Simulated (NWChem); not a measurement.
Species: SiH₃F; SMILES F[SiH3]

```xyz
5

Si     0.0000     0.0000    -0.4590
F      0.0000     0.0000     1.1655
H      0.9981     0.9981    -0.9329
H      0.3653    -1.3634    -0.9329
H     -1.3634     0.3653    -0.9329
```
Atoms are numbered in this order, from 1.

Computed with NWChem. Pople sets run with spherical d functions. Geometry: optimised at PBE0/def2-SVP. B3LYP is NWChem's, with the RPA form of VWN correlation. GIAO values for the isolated, static molecule; σ is the absolute isotropic shielding, δ = σ(reference) − σ with the isolated reference molecule computed at the same levels (19F: trichlorofluoromethane, 1H: tetramethylsilane, 29Si: tetramethylsilane).

```tsv
level	δ Si1 (ppm)	δ F2 (ppm)	δ H3 (ppm)
B3LYP/6-31G*	___	___	___
Hartree-Fock/6-31G*	-10.3	-158.9	5.12
KT2/pcSseg-1	-7.6	-275.2	5.25
B3LYP/6-311G**	-15.6	-252.7	5.29
```

Q: Some entries are withheld; supply them.

A: 
- B3LYP/6-31G*, δ Si1 (ppm): 9.2
- B3LYP/6-31G*, δ F2 (ppm): -212.2
- B3LYP/6-31G*, δ H3 (ppm): 5.33
